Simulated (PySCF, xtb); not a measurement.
Si(All)(H)2(OH) (C3H8OSi), SMILES O[SiH2]CC=C. One conformer was computed; it need not be the lowest.

Harmonic wavenumbers (cm⁻¹) from GFN2-xTB (xtb) at its own minimum, in rising order: 47, 85, 166, 250, 283, 407, 497, 592, 604, 708, 755, 767, 792, 810, 878, 903, 957, 1025, 1057, 1186, 1216, 1303, 1415, 1472, 1708, 2244, 2326, 2974, 3006, 3031, 3098, 3121, 3667.

Problem. What does PBE-D3(BJ)/def2-SVP (PySCF) give at its own minimum? (The exact figures need the calculation; the answer reports its results.)

Solution. 40, 87, 167, 241, 309, 397, 528, 575, 676, 693, 793, 818, 876, 879, 889, 914, 927, 992, 1017, 1113, 1166, 1267, 1358, 1388, 1659, 2135, 2185, 2974, 3038, 3062, 3071, 3169, 3758. Paired by order, the mean absolute difference is 42 cm⁻¹ and the zero-point energies are 62.0 and 61.7 kcal/mol.
